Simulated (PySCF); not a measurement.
Calculation: PBE-D3(BJ)/def2-TZVP // PBE0-D3(BJ)/def2-TZVP (PySCF). Gas-phase values, no solvent. 

Reference species (SMILES): `B1C=[SiH]1` (neutral, multiplicity 1).

```json
{
 "HOMO–LUMO gap": "3.61 eV",
 "HOMO": "-6.04 eV"
}
```

Changed species: `C(=B)=[SiH2]`.

### Question
Predict the effect on the HOMO–LUMO gap and HOMO.

### Answer
the HOMO–LUMO gap falls by 1.45 eV, to 2.16 eV; the HOMO goes up by 0.43 eV, to -5.61 eV.
